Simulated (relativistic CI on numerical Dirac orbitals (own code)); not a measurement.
Mo⁺: 4s photoemission

Computed with this model: Dirac-Coulomb-Breit CI, KLI orbitals optimised for each configuration, QED by a radiative potential, valence Slater integrals scaled by 0.7, multiplet model of photoemission in the sudden approximation; configurations [Kr] 4d5 → [Ar] 3d10 4s 4p6 4d5; 300 K; Lorentzian 1.4 eV and Gaussian 0.6 eV FWHM. Energies are those of the free ion, without screening or charge transfer. The energies are binding energies and can lie tens of eV above those of solids. Without intra-shell correlation the exchange splitting of an s hole comes out too large, often by half or more. S is read from ⟨S²⟩ = S(S + 1).

Field parameters in Wybourne normalisation: D4h B²₀ = −7Ds, B⁴₀ = 21(Dq − Dt), B⁴₄ = 21√(5/14) Dq. The field is a parameter set, without covalency.

free ion: ground-state S = 2.50, centroid 82.49 eV. Peaks (eV, height): 80.0 (100), 86.0 (72).

D4h, 10Dq = 19900, Ds = -1500, Dt = 430 cm⁻¹: ground-state S = 0.51, centroid 82.92 eV. Peaks (eV, height): 82.4 (100), 84.2 (43).

Strongest unbroadened transitions for D4h, 10Dq = 19900, Ds = -1500, Dt = 430 cm⁻¹:

```
Energy (eV)  Relative strength
      82.27               65.5
      82.31               21.2
      82.44                3.1
      82.46                2.9
      82.48              100.0
      82.49               64.1
      82.75                5.2
      82.76                4.3
      82.78                6.0
      84.23                2.8
      84.29                3.9
      84.35                4.2
      84.37                4.8
      84.44                7.8
      84.51               28.3
      84.54               14.8
      84.55                7.9
      84.57                4.3
```
